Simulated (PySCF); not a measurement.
C₇H₁₁NO.
SMILES with atom numbers: `[CH2:1]=[CH:2][C:3](=[CH2:4])[C:5](=[O:6])[N:7]([CH3:8])[CH3:9]` (hydrogens: H10, H11 on C1; H12 on C2; H13, H14 on C4; H15, H16, H17 on C8; H18, H19, H20 on C9)

The same species was optimised twice, with GFN2-xTB and with PBE0-D3(BJ)/def2-SVP (PySCF), and the same property calculations (PySCF, gas phase) were run on both structures.

```
     coordinate  GFN2-xTB  PBE0-D3(BJ)/def2-SVP  change
      C5–N7 (Å)     1.353                 1.368  +0.015
      C1=C2 (Å)     1.328                 1.340  +0.012
      C3=C4 (Å)     1.332                 1.342  +0.010
      C2–C3 (Å)     1.455                 1.463  +0.008
      C3–C5 (Å)     1.506                 1.512  +0.006
      N7–C9 (Å)     1.444                 1.441  -0.003
      C5=O6 (Å)     1.216                 1.216   0.000
      N7–C8 (Å)     1.439                 1.439   0.000
   C2–C3–C5 (°)     117.4                 118.9    +1.5
   C8–N7–C9 (°)     115.4                 116.5    +1.1
   C1–C2–C3 (°)     124.5                 125.6    +1.1
   C3–C5–O6 (°)     121.3                 120.4    -0.9
   C5–N7–C9 (°)     119.6                 118.8    -0.8
   C4–C3–C5 (°)     120.0                 119.1    -0.9
   C2–C3–C4 (°)     122.5                 121.8    -0.7
   C3–C5–N7 (°)     116.1                 116.7    +0.6
C1–C2–C3–C4 (°)      -177                  -178      -1
C2–C3–C5–O6 (°)       -97                  -105      -8
C3–C5–N7–C8 (°)         2                     7      +5
```

Rotational constants: A = 2205, B = 1299, C = 1210 MHz (GFN2-xTB) against A = 2163, B = 1343, C = 1160 MHz (PBE0-D3(BJ)/def2-SVP). Point groups within 0.08 Å: C1 and C1.

On the GFN2-xTB structure: HOMO (eV) -6.80 [PBE0/pcSseg-1]; LUMO (eV) -1.04 [PBE0/pcSseg-1]; dipole (D) 3.90 [PBE0/pcSseg-1]; GIAO shielding of C1 (ppm) 61.6 [PBE0/pcSseg-1]; GIAO shielding of C2 (ppm) 42.8 [PBE0/pcSseg-1]; GIAO shielding of C3 (ppm) 30.4 [PBE0/pcSseg-1]; GIAO shielding of C4 (ppm) 62.5 [PBE0/pcSseg-1]; GIAO shielding of C5 (ppm) 15.4 [PBE0/pcSseg-1]; GIAO shielding of O6 (ppm) -92.9 [PBE0/pcSseg-1]; GIAO shielding of N7 (ppm) 145.2 [PBE0/pcSseg-1]; GIAO shielding of C8 (ppm) 147.3 [PBE0/pcSseg-1].

What do these properties become on the PBE0-D3(BJ)/def2-SVP structure?

```tsv
property	level	on GFN2-xTB	on PBE0-D3(BJ)/def2-SVP	change
HOMO (eV)	PBE0/pcSseg-1	-6.80	-6.81	-0.01
LUMO (eV)	PBE0/pcSseg-1	-1.04	-1.12	-0.08
dipole (D)	PBE0/pcSseg-1	3.90	3.79	-0.11
energy, GFN2-xTB geometry as zero (kcal/mol)	PBE0/pcSseg-1	0.0	-0.4	-0.4
GIAO shielding of C1 (ppm)	PBE0/pcSseg-1	61.6	59.3	-2.3
GIAO shielding of C2 (ppm)	PBE0/pcSseg-1	42.8	40.1	-2.7
GIAO shielding of C3 (ppm)	PBE0/pcSseg-1	30.4	29.1	-1.3
GIAO shielding of C4 (ppm)	PBE0/pcSseg-1	62.5	56.8	-5.7
GIAO shielding of C5 (ppm)	PBE0/pcSseg-1	15.4	14.4	-1.0
GIAO shielding of O6 (ppm)	PBE0/pcSseg-1	-92.9	-100.3	-7.4
GIAO shielding of N7 (ppm)	PBE0/pcSseg-1	145.2	143.4	-1.8
GIAO shielding of C8 (ppm)	PBE0/pcSseg-1	147.3	146.0	-1.3
```

The heavy atoms differ by 0.098 Å rms after alignment. Among bonds between heavy atoms C5–N7 changes most (+0.015 Å). Changes are differences of the printed values. Neither structure is proved a minimum here.

Shape of the structure used: `[CH2:1]=[CH:2][C:3](=[CH2:4])[C:5](=[O:6])[N:7]([CH3:8])[CH3:9]`: C1–C2–C3–C4 -178°, C2–C3–C5–O6 -105°, C3–C5–N7–C8 7°.
